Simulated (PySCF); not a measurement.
Gas-phase reaction: GeHCl + H2 ⇌ GeH3Cl

Computed with PySCF and rigid-rotor harmonic-oscillator thermochemistry at 1 bar. † marks an energy on the PBE0/def2-TZVP geometry and frequencies; other levels use their own. MP2 and CCSD(T) freeze the core. All species are closed-shell singlets. Ge: all electrons, no relativistic terms. GeHCl: computed as isolated molecules; such fragments, hydroxides, amides, oligomers or adducts are transient or little studied in the gas. MP2 isn't extrapolated to the basis-set limit; its ΔH°(298 K) is -141.6 kJ in def2-SVP and -136.5 kJ in def2-TZVPP. CCSD(T) isn't extrapolated to the basis-set limit; its ΔH°(298 K) is -128.7 kJ in def2-SVP and -128.8 kJ in def2-TZVPP. The harmonic model lacks anharmonicity and excited electronic states, which grow with temperature; levels with a mode under 35 cm⁻¹ are left out.

ΔH° and ΔS° at 298 K: CCSD(T)/def2-TZVPP† -129 kJ, -131 J/K; MP2/def2-SVP† -142 kJ, -131 J/K; PBE/def2-TZVP† -104 kJ, -131 J/K; PBE0/def2-QZVP† -124 kJ, -131 J/K; PBE0/def2-TZVP -123 kJ, -131 J/K.

Question: With the heat capacities included, give log10 K (1 bar) at 600, 800, 1200, 1600, 2500 K from CCSD(T)/def2-TZVPP†, MP2/def2-SVP†, PBE/def2-TZVP†, PBE0/def2-QZVP†, PBE0/def2-TZVP.

Answer: 
```
T (K)  CCSD(T)/def2-TZVPP†  MP2/def2-SVP†  PBE/def2-TZVP†  PBE0/def2-QZVP†  PBE0/def2-TZVP
-----  -------------------  -------------  --------------  ---------------  --------------
600                    4.3            5.4             2.1              3.8             3.8
800                    1.4            2.2            -0.2              1.0             1.0
1200                  -1.4           -0.9            -2.5             -1.7            -1.7
1600                  -2.8           -2.4            -3.6             -3.0            -3.0
2500                  -4.2           -3.9            -4.7             -4.3            -4.3
```
